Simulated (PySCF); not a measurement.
Al(H)2(PH2) (AlH4P), SMILES [AlH2][PH2]. The structure is a stationary point at PBE-D3(BJ)/def2-TZVP.

Question: Give the equilibrium geometry at PBE-D3(BJ)/def2-TZVP (PySCF confirms it by a frequency run) as a Z-matrix, and its point group. (Estimate from the structure and the level; the computed values follow.)

Answer: point group Cs.
```
Al
H 1 1.5963
H 1 1.5963 2 120.97
P 1 2.3345 2 119.39 3 174.21
H 4 1.4310 1 93.25 2 45.47
H 4 1.4310 5 94.56 1 -93.53
```
